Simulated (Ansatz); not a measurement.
Calculated with Ansatz (gas phase, PBE0-D4/def2-TZVP geometries, no zero-point term in ΔE). CBS: MP2 limit from def2 TZ/QZ plus the TZ coupled-cluster correction, frozen cores. This one scheme is used for every species. Functionals use def2-TZVPP. B3LYP here is the variant with VWN-RPA as its local correlation; programs differ in this. For Ge outer-core shells are correlated without core-valence functions, which leaves a few kJ/mol of doubt a bond. Scalar relativity is left out up to krypton. Each species was taken in one conformer, which may not be the lowest.

Consider the cleavage of the Ge–Si bond: `Cl[SiH2][GeH2][Cl]` + `F[Si](F)(S)Cl` → `F[Si](F)(Cl)[S][GeH2][Cl]` + `[SiH3]Cl`.

**Question.** Is it downhill or uphill in electronic energy at CCSD(T)/CBS, and by how much? (Estimate.)

**Answer.** Ansatz gave: Downhill: ΔE = -9.5 kcal/mol.

**Question.** What do these levels give: r2SCAN-D4, PBE0-D4, ωB97X-V, PBE, r2SCAN, PBE0, B3LYP, MP2/def2-TZVPP, HF/def2-QZVPP, MP2/def2-QZVPP, HF/CBS(def2), CCSD/CBS(def2)? (Estimate.)

**Answer.** The calculation gave: r2SCAN-D4 -9.2, PBE0-D4 -8.6, ωB97X-V -9.5, PBE -6.5, r2SCAN -8.8, PBE0 -7.3, B3LYP -7.4, MP2/def2-TZVPP -11.6, HF/def2-QZVPP -10.2, MP2/def2-QZVPP -11.5, HF/CBS(def2) -10.2, CCSD/CBS(def2) -9.1 kcal/mol.

Largest T1 diagnostic among the species: 0.011.

From PBE to PBE0 (25 % exact exchange), in def2-TZVPP and without D4, ΔE moves by −0.9 kcal/mol. The D4 term adds −2.2 kcal/mol with B3LYP and −1.3 kcal/mol with PBE0; it sums over pairs of atoms, weighted by their polarisabilities, and B3LYP, whose exchange is more repulsive, gets the larger term.
